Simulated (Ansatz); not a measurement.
C$_{3}$H$_{7}$AlOSi, relaxed with RKS PBE-D4/def2-SVP in Ansatz 0.2.0 from a rough embedded geometry. The force threshold is 0.03 eV/Å; the program also tests the step.

The species carries charge 0 and has multiplicity 1. The bonds changed during the relaxation, so this is another structure than the one it started from.

Start:

```xyz
13

C    -0.365   -1.701    0.679
C    -0.183   -0.413    0.631
Al    0.861    0.570    2.003
Si   -0.865    0.586   -0.841
C     0.384    0.639   -2.125
O     0.855   -0.387   -2.638
H    -0.870   -2.267   -0.052
H     0.124   -2.247    1.539
H     1.538   -0.194    3.176
H     1.056    2.160    1.797
H    -2.061   -0.196   -1.335
H    -1.243    1.884   -0.405
H     0.770    1.565   -2.430
```

(1) By how much does the energy fall, and how many steps does the optimiser take? (Estimate.)

(2) Which bonds change most? (Estimate.)

(3) Give the relaxed structure. (Estimate.)

Results:

(1) Computed: 152.05 kJ/mol, in 51 steps, 7 of them rejected.

(2) The calculation gave: Al3–O6 from 4.738 to 2.019 Å; Si4–C5 from 1.792 to 1.947 Å; Si4–H12 from 1.420 to 1.511 Å; C5–H13 from 1.049 to 1.123 Å.

(3) Computed: 
```xyz
13

C    -0.963   -1.576    1.209
C    -0.373   -0.539    0.568
Al    1.363    0.364    1.069
Si   -1.011    0.200   -1.014
C     0.622    1.091   -1.588
O     1.563    1.164   -0.774
H    -1.894   -2.071    0.869
H    -0.537   -2.005    2.138
H     2.657   -0.576    1.207
H     1.244    1.713    1.938
H    -1.473   -0.679   -2.150
H    -1.991    1.343   -0.884
H     0.795    1.571   -2.588
```
